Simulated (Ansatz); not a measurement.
The free Pt atom, lowest solution found in each spin (singlets restricted, other states unrestricted); no spin–orbit coupling, and no relativity up to Kr.

| level | energy of multiplicity 1 less that of multiplicity 3 (kcal/mol) | cost |
|---|---|---|
| SVWN5/def2-TZVPP | 9.38 | ×0.5 |
| PBE/def2-TZVPP | 11.41 | ×1 |
| r2SCAN/def2-TZVPP | 18.70 | ×6 |
| B97M-V/def2-TZVPP | 13.26 | ×5 |
| PBE0/def2-SVP | 12.06 | ×0.6 |
| PBE0/def2-TZVPP | 11.93 | ×1 |
| CAM-B3LYP/def2-TZVPP | 10.51 | ×0.6 |
| wB97X-V/def2-TZVPP | 6.00 | ×2 |
| wB97M-V/def2-TZVPP | 4.79 | ×2 |
| B2PLYP/def2-TZVPP | 10.01 | ×1 |
| CCSD/def2-TZVPP | 12.46 | - |
| CCSD(T)/def2-TZVPP | 10.45 | ×2 |
| CCSD(T)/def2-QZVPP | 10.23 | ×8 |
| CCSD(T)/CBS(def2-TZVPP, def2-QZVPP) | 9.92 | ×10 |

The rows run from 4.79 (wB97M-V/def2-TZVPP) to 18.70 kcal/mol (r2SCAN/def2-TZVPP). From def2-TZVPP to def2-QZVPP CCSD(T) changes by -0.23. The 9 functionals in def2-TZVPP without D3 or D4 span 13.91, from wB97M-V to r2SCAN.

Correlated levels freeze the inner cores; with def2 sets outer-core shells near the valence are correlated too. CBS: X⁻³ extrapolation of the correlation energy, Hartree–Fock from the larger set.

Doubts at one or more of the structures used: a restricted determinant that unrestricted orbitals would lower (B2PLYP/def2-TZVPP, CCSD/def2-TZVPP, CCSD(T)/def2-TZVPP, CCSD(T)/def2-QZVPP, CCSD(T)/CBS(def2-TZVPP, def2-QZVPP)).

The values were computed with Ansatz (a quantum-chemistry and plane-wave program). Values without a source in brackets are computed. In def2 rows elements past Kr take small-core potentials, without spin–orbit coupling.

Costs are rough ratios of core time to PBE/def2-TZVPP (about 19 s over the structures, on one shared machine); a dash marks a level with no comparable run of its own.
